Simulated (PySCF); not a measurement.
Species: C5H7O2P.
Geometry (GFN2-xTB, Å), atoms numbered from 1 in this order:
```xyz
15
C5H7O2P angstrom
C      2.740   -1.619    0.046
C      1.982   -0.700   -0.095
P      0.834    0.657   -0.198
O      0.757    1.485    1.007
O      1.348    1.492   -1.477
C     -0.704   -0.101   -0.772
C     -1.531   -0.751    0.297
C     -1.963    0.550   -0.285
H      3.412   -2.421    0.150
H      1.676    2.339   -1.171
H     -0.675   -0.538   -1.760
H     -1.134   -0.743    1.302
H     -2.079   -1.647    0.044
H     -2.816    0.572   -0.947
H     -1.852    1.432    0.330
```

NICS = −σ at a ghost point: NICS(0) at the centroid of the ring atoms, NICS(1) 1 Å to either side along the normal of their mean plane, zz for the tensor component along that normal. Level: GIAO PBE0/pcSseg-1 (PySCF, non-relativistic, gas phase) on the GFN2-xTB geometry, one conformer.

Ring bond lengths (Å), with Mayer bond orders in brackets: C6–C7 1.500 (0.92), C7–C8 1.490 (0.98), C8–C6 1.499 (0.94).

Question: What do the NICS probes read (ppm)?

Answer: 
| ring | type | NICS(0) | NICS(1), two faces | NICS(1)zz, two faces | rms pucker (Å) | centre to ring atoms, mean (Å) |
| --- | --- | --- | --- | --- | --- | --- |
| C6–C7–C8 | 3-membered carbocycle; formal bonds all single | -44.6 | -8.7 / -9.6 | -24.5 / -24.6 | 0.00 | 0.86 |

Question: What do they say, and how far can they be read as aromaticity?

Answer: 
- C6–C7–C8: mean NICS(1)zz -24.6 ppm, shielded. C6, C7, C8 have four or more neighbours, and the NICS criterion for π rings isn't applied. NICS(0) lies 36 ppm below the mean NICS(1).

Question: At the second NICS(1) probe listed for ring C6–C7–C8, 1 Å off the ring, what do the in-plane components average?

Answer: The isotropic value is a third of the trace: (3 × -9.6 − (-24.6))/2 = -2.1 ppm.

On an Arm Neoverse V2 with one thread, on a shared host, this took 32 s (grids of density and orbitals included) and 0.81 GiB of memory at its peak. This is the whole shielding run at PBE0/pcSseg-1, SCF included.
